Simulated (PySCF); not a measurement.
C2H4NO, doublet, geometry from GFN2-xTB, with bond 8-3 at 2.0 times its length; SVWN5/6-31G run with PySCF.

Here is a job for PySCF.
```python
from pyscf import gto, scf, dft

mol = gto.Mole()
mol.atom = '''
    O     0.264547    1.297740    0.280384
    C    -0.004937    0.128213    0.028737
    N     0.987146   -0.787170   -0.208322
    C    -1.338914   -0.381891   -0.040479
    H     0.796015   -1.749307   -0.416363
    H    -1.542815   -1.412839   -0.263429
    H    -2.158567    0.288386    0.136211
    H     2.896997   -0.164627   -0.133243
'''
mol.basis = '6-31g'
mol.charge = 0
mol.spin = 1
mol.verbose = 4
mol.build()

mf = dft.UKS(mol)
mf.xc = 'lda,vwn'
mf.conv_tol = 1e-6
mf.kernel()
mf.analyze()
```

Task: Predict the main parts of the log of this PySCF run.

Result: 
```
PySCF version 2.14.0

[INPUT] verbose = 4
[INPUT] num. atoms = 8
[INPUT] num. electrons = 31
[INPUT] charge = 0
[INPUT] spin (= nelec alpha-beta = 2S) = 1
[INPUT] symmetry False subgroup None
[INPUT] Mole.unit = angstrom
[INPUT] Symbol           X                Y                Z      unit          X                Y                Z       unit  Magmom
[...]
nuclear repulsion = 111.771232995072
number of shells = 28
number of NR pGTOs = 104
number of NR cGTOs = 44
basis = 6-31g
ecp = {}

******** <class 'pyscf.dft.uks.UKS'> ********
method = UKS
initial guess = minao
damping factor = 0
level_shift factor = 0
DIIS = <class 'pyscf.scf.diis.CDIIS'>
diis_start_cycle = 1
diis_space = 8
diis_damp = 0
SCF conv_tol = 1e-06
SCF conv_tol_grad = None
SCF max_cycles = 50
direct_scf = True
direct_scf_tol = 1e-13
number electrons alpha = 16  beta = 15
XC library pyscf.dft.libxc version 7.1.2
    S. Lehtola, C. Steigemann, M. J. T. Oliveira, and M. A. L. Marques,  SoftwareX 7, 1–5 (2018)
XC functionals = lda,vwn
    P. A. M. Dirac,  Math. Proc. Cambridge Philos. Soc. 26, 376 (1930)
    F. Bloch,  Z. Phys. 57, 545 (1929)
    S. H. Vosko, L. Wilk, and M. Nusair,  Can. J. Phys. 58, 1200 (1980)
radial grids:
    Treutler-Ahlrichs [JCP 102, 346 (1995); DOI:10.1063/1.469408] (M4) radial grids

becke partition: Becke, JCP 88, 2547 (1988); DOI:10.1063/1.454033
pruning grids: <function nwchem_prune>
grids dens level: 3
symmetrized grids: False
atomic radii adjust function: <function treutler_atomic_radii_adjust>
small_rho_cutoff = 0
Set gradient conv threshold to 0.001
tot grids = 95456
init E= -207.012915542914

cycle= 1 E= -206.344278635481  delta_E= 0.669  |g|= 0.68  |ddm|= 2.04
cycle= 2 E= -202.956319132057  delta_E= 3.39  |g|= 2.05  |ddm|= 2.92
cycle= 3 E= -206.132692075801  delta_E= -3.18  |g|= 0.876  |ddm|= 2.93
cycle= 4 E= -206.536180934575  delta_E= -0.403  |g|= 0.299  |ddm|= 0.925
cycle= 5 E= -206.550714484758  delta_E= -0.0145  |g|= 0.294  |ddm|= 0.802
cycle= 6 E= -206.59360419915  delta_E= -0.0429  |g|= 0.131  |ddm|= 0.361
cycle= 7 E= -206.604045222445  delta_E= -0.0104  |g|= 0.0331  |ddm|= 0.314
cycle= 8 E= -206.602679830482  delta_E= 0.00137  |g|= 0.0576  |ddm|= 0.211
cycle= 9 E= -206.60526432623  delta_E= -0.00258  |g|= 0.0158  |ddm|= 0.0869
cycle= 10 E= -206.605448305813  delta_E= -0.000184  |g|= 0.00787  |ddm|= 0.0257
cycle= 11 E= -206.605501558775  delta_E= -5.33e-05  |g|= 0.000948  |ddm|= 0.0195
[...]
converged SCF energy = -206.605519978499  <S^2> = 0.79010412  2S+1 = 2.0397099
Total Energy =                        -206.605519978498535
[...]
spin_pop of  0 O 2px       0.06025
spin_pop of  0 O 2py       0.00582
spin_pop of  0 O 2pz       0.09142
spin_pop of  0 O 3px       0.00002
spin_pop of  0 O 3py       0.00004
spin_pop of  0 O 3pz       0.00001
spin_pop of  1 C 1s        0.00000
spin_pop of  1 C 2s       -0.00878
spin_pop of  1 C 3s        0.00003
spin_pop of  1 C 2px      -0.00990
spin_pop of  1 C 2py      -0.00618
spin_pop of  1 C 2pz      -0.02221
spin_pop of  1 C 3px       0.00088
spin_pop of  1 C 3py      -0.00013
spin_pop of  1 C 3pz       0.00013
spin_pop of  2 N 1s       -0.00000
spin_pop of  2 N 2s        0.00248
spin_pop of  2 N 3s       -0.00007
spin_pop of  2 N 2px       0.08310
spin_pop of  2 N 2py       0.01072
spin_pop of  2 N 2pz       0.12771
spin_pop of  2 N 3px       0.00045
spin_pop of  2 N 3py       0.00005
spin_pop of  2 N 3pz       0.00028
spin_pop of  3 C 1s       -0.00001
spin_pop of  3 C 2s        0.03113
spin_pop of  3 C 3s       -0.00023
spin_pop of  3 C 2px       0.03078
spin_pop of  3 C 2py       0.05672
spin_pop of  3 C 2pz       0.75167
spin_pop of  3 C 3px       0.00017
spin_pop of  3 C 3py       0.00010
spin_pop of  3 C 3pz       0.00374
spin_pop of  4 H 1s       -0.00701
spin_pop of  4 H 2s        0.00006
spin_pop of  5 H 1s       -0.02297
spin_pop of  5 H 2s        0.00038
spin_pop of  6 H 1s       -0.02066
spin_pop of  6 H 2s        0.00044
spin_pop of  7 H 1s       -0.16052
spin_pop of  7 H 2s       -0.00097
 ** Mulliken Spin Density (per atom)  **
spin density of  0 O =      0.15864
spin density of  1 C =     -0.04617
spin density of  2 N =      0.22471
spin density of  3 C =      0.87407
spin density of  4 H =     -0.00695
spin density of  5 H =     -0.02259
spin density of  6 H =     -0.02022
spin density of  7 H =     -0.16149
 ** Mulliken pop alpha/beta on meta-lowdin orthogonal AOs **
 ** Mulliken pop       alpha | beta **
In total            16.00000 | 15.00000
 ** Mulliken atomic charges   ( Nelec_alpha | Nelec_beta ) **
charge of  0O =     -0.39341  (     4.27602      4.11738 )
charge of  1C =      0.27260  (     2.84062      2.88678 )
charge of  2N =     -0.32350  (     3.77411      3.54940 )
charge of  3C =     -0.24014  (     3.55711      2.68304 )
charge of  4H =      0.23376  (     0.37964      0.38660 )
charge of  5H =      0.13829  (     0.41956      0.44215 )
charge of  6H =      0.16250  (     0.40864      0.42886 )
charge of  7H =      0.14992  (     0.34430      0.50579 )
Dipole moment(X, Y, Z, Debye): -0.17696, -3.53052, -0.78087
```
